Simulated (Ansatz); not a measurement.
Relaxation of AlFH₅O₂P (10 atoms, charge 0, multiplicity 1), to a largest force component of 0.03 eV/Å in at most 50 steps.

Level of theory: RKS PBE0/def2-SVP in Ansatz.

```xyz
10
Properties=species:S:1:pos:R:3
Al -0.038 0.584 -0.308
F -0.020 -0.014 2.507
O 1.466 -0.058 -0.771
H 1.642 -0.904 -1.184
O -1.550 -0.098 -0.672
H -1.759 -0.983 -0.969
P -0.072 2.706 0.571
H 0.646 2.360 1.767
H 1.157 3.034 -0.083
H 0.093 0.905 2.473
```

Problem. Where does it end, and by what steps?

Solution. It converged. The force dipped under the threshold on the way, but the program's further checks kept it going. After 23 steps the energy has fallen by 0.418 eV; H8 moved furthest, 1.30 Å. Joined: Al1–F2 (2.88 → 2.05 Å).

```csv
step,energy less start (eV),largest force component (eV/Å),accepted
0,0.0000,0.573,yes
1,-0.0734,1.843,yes
2,-0.1970,1.202,yes
3,-0.2951,0.242,yes
4,-0.2402,0.779,no
5,-0.3144,0.192,yes
6,-0.3190,0.096,yes
7,-0.3279,0.128,yes
8,-0.3365,0.516,yes
9,-0.3517,0.420,yes
10,-0.3804,0.090,yes
11,-0.3970,0.178,yes
12,-0.3859,0.753,no
13,-0.4062,0.092,yes
14,-0.4124,0.036,yes
15,-0.4141,0.110,yes
16,-0.4121,0.402,no
17,-0.4169,0.047,yes
18,-0.4155,0.155,no
19,-0.4174,0.027,yes
20,-0.4179,0.060,yes
21,-0.4180,0.045,yes
22,-0.4183,0.022,yes
23,-0.4184,0.015,yes
```

```xyz
10
Properties=species:S:1:pos:R:3
Al 0.048 0.458 -0.138
F 0.427 0.060 1.842
O 1.425 -0.221 -0.875
H 1.493 -1.009 -1.413
O -1.556 -0.093 -0.302
H -1.877 -0.928 -0.639
P 0.213 2.768 0.309
H -0.562 2.782 1.516
H 1.474 2.730 0.987
H 0.482 0.985 2.046
```

Whether the end is a true minimum wasn't checked by a vibrational analysis.

Time of the run: 67 s on 2 threads of Arm Neoverse V1 (shared host), peak memory 0.22 GiB.
